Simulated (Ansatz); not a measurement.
Cartesian coordinates in Å:
```
Si 0.954 0.737 0.143
O -0.371 0.106 -0.556
Zn -1.611 -1.124 -0.394
Cl -3.116 -2.551 -0.279
H 2.031 -0.285 0.285
H 0.650 1.267 1.502
H 1.463 1.850 -0.701
```

Total charge 0; spin multiplicity 1.

(1) List the ωB97M-V/def2-TZVPP orbital energies in eV (the Gaussian-basis code of Ansatz). (Best estimate.)

## Answers

(1) The calculation gave: Occupied: -9466.58, -2771.88, -1807.20, -1157.76, -1018.22, -1018.22, -1018.09, -525.95, -262.25, -199.72, -199.61, -199.61, -148.18, -137.72, -102.32, -102.29, -102.28, -93.10, -93.09, -92.97, -29.75, -25.41, -19.11, -18.49, -18.49, -18.35, -18.35, -17.04, -14.14, -13.17, -13.14, -13.05, -11.64, -11.63, -10.93, -10.83. Lowest empty: 0.16, 1.10, 1.14, 2.56, 3.15, 3.60, 3.71, 4.02.
